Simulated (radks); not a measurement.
The numbers below are computed, except where a source is named.
Problem. The table gives one normalised radial function P(r) = r R(r) (large component) of Au13+ in [Kr] 4d10 4f14 5s2 5p4 (r in bohr). Level of theory: Dirac Kohn-Sham, exchange-only PBE, spin-unpolarised, spherical densities, finite nucleus; open shells fill j = l - 1/2 first; Fermi nuclear charge, rms radius 5.4371 fm (a radial shooting solver on a logarithmic mesh with Libxc functionals).

r	P
0.0008358	0.0779
0.001088	0.0944
0.001429	0.1143
0.001875	0.1368
0.002442	0.1606
0.003205	0.1860
0.004207	0.2096
0.005477	0.2268
0.00719	0.2325
0.009437	0.2175
0.01229	0.1737
0.01613	0.0903
0.021	-0.0291
0.02757	-0.1773
0.03618	-0.3101
0.04712	-0.3593
0.06185	-0.2556
0.08118	0.0235
0.1057	0.3561
0.1387	0.5137
0.1821	0.2527
0.2371	-0.3190
0.3113	-0.7353
0.4086	-0.4608
0.532	0.3798
0.6983	1.1535
0.9166	1.2540
1.193	0.7989
1.567	0.2946
2.056	0.0575
2.677	0.0055

Which n and l does it have? It may be an empty orbital.

Solution. n = 5, l = 0: the number of nodes gives n - l - 1 = 4, the rise at small r points to l (this Dirac orbital starts outside the nucleus as r^gamma with gamma = sqrt((l + 1)^2 - (Z/c)^2) = 0.82; the j = 1/2 orbital of l + 1 starts with the same power, but with a smaller coefficient, and then steepens), and the extent must fit the shell. The curve is that of 5s1/2. 5s1/2: eigenvalue -340.19 eV, 4 radial nodes at r = 0.0198, 0.0797, 0.206, 0.477 bohr, <r> = 0.874 bohr, 90 % of the charge inside 1.23 bohr.
